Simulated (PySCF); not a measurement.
Ga(NHMe)(OH)2 (CH6GaNO2), SMILES C[NH][Ga]([OH])[OH].

The structure is a stationary point at B3LYP-D3(BJ)/def2-SVP. The values are those of a single conformer.

The numbers are results of PBE/def2-TZVP (PySCF), not measurements.

The molecule is in vacuum.

Computed frontier levels, gap, dipole moment and polarisability:
```json
{
  "highest_occupied_level": "-5.38 eV",
  "lowest_empty_level": "-1.38 eV",
  "orbital_gap": "4.00 eV",
  "dipole_moment": "0.426 e·Å",
  "quadrupole, principal values (traceless, Buckingham form, about the centre of nuclear charge)": "-3.96, -2.41, 6.37 D·Å",
  "mean_static_polarisability": "56.1 bohr³ (8.32 Å³)",
  "polarisability_principal_values": "43.5, 54.7, 70.2 bohr³"
}
```
